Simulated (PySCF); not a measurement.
HgO⁺ at PBE

Level: PBE. PySCF, scalar-relativistic core potentials, basis sets Hg def2-SVP with ECP60, O def2-SVP.

```
state                                                                                                             : ²Π (doublet), unpaired electrons π ↑
bond length                                                                                                       : 2.007 Å
harmonic wavenumber                                                                                               : 493 cm⁻¹
force constant                                                                                                    : 2.12 mdyn/Å
rotational constant Be                                                                                            : 0.2824 cm⁻¹
anharmonicity ωexe                                                                                                : 3.53 cm⁻¹
vibration–rotation constant αe                                                                                    : 0.00244 cm⁻¹
well depth De to Hg⁺ + O                                                                                          : 1.50 eV
dissociation energy D0                                                                                            : 1.47 eV
bond order (Mayer)                                                                                                : 1.22
dipole moment (positive dipole points towards O; it is taken about the centre of mass and depends on that origin) : -1.78 D
```

Spin–orbit coupling is left out, which matters for elements this heavy, above all for dissociation energies. For an ion De counts to the pair picked by the measured ionisation energies or electron affinities, which need not be the lowest pair at this level. The state was picked by a PBE0 search and need not be the measured ground state.
